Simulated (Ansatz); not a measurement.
Calculation: frozen-core CCSD(T)/def2-TZVPP // B3LYP-D3(BJ)/def2-TZVP (Ansatz, an electronic-structure program).

Ansatz 0.2 input:
```yaml
crystal:
  periodic: [false, false, false]
  atoms:
    - { symbol: Al, position_ang: [0.000004, 0.000003, 0.000151] }
    - { symbol: H, position_ang: [1.579577, -0.05065, 0.000262] }
    - { symbol: H, position_ang: [-0.833645, -1.342623, 0.000288] }
    - { symbol: H, position_ang: [-0.745935, 1.39327, -0.0007] }
basis:
  gaussian: { orbitals: def2-TZVPP }
correlation:
  method: ccsd_t
```

Output:

```
Functional definition: HF
475 factors; integrals over basis functions are off by at most 1.8e-3 eV
mean field evaluation 1: about -6629.3871 eV, gradient 8.8e0 eV
mean field evaluation 2: about -6629.3902 eV, gradient 8.8e0 eV
mean field evaluation 4: about -6629.8301 eV, gradient 4.4e-1 eV
mean field evaluation 8: about -6629.8303 eV, gradient 7.5e-5 eV
mean field -6629.83030169 eV, -243.6417697268 hartree, gradient 1.3e-6 eV, S^2 0.000000; 0 other end points of the search recorded, 0 dependent functions left out
5 core orbitals not correlated
reference -6629.83030169 eV, -243.6417697268 hartree; 3, 3 occupied and 76, 76 virtual orbitals, 475 factors
second order -2.55431098 eV of doubles, -0.00000000 eV of singles
cycle   1  -3.00612616 eV  change   -4.5e-1 eV  update   5.1e-2
cycle   2  -3.19220878 eV  change   -1.9e-1 eV  update   1.8e-2
cycle   3  -3.19587346 eV  change   -3.7e-3 eV  update   3.4e-3
cycle   4  -3.19579711 eV  change    7.6e-5 eV  update   1.1e-3
cycle   5  -3.19554644 eV  change    2.5e-4 eV  update   3.2e-4
cycle   6  -3.19551318 eV  change    3.3e-5 eV  update   6.4e-5
cycle   7  -3.19553992 eV  change   -2.7e-5 eV  update   1.7e-5
cycle   8  -3.19554331 eV  change   -3.4e-6 eV  update   4.9e-6
perturbative correction -0.04239049 eV, -0.0015578216 hartree
Total energy: -6633.06823548 eV, -243.7607615989 hartree
```

Cost: about 1.5 core-seconds (a rough figure).
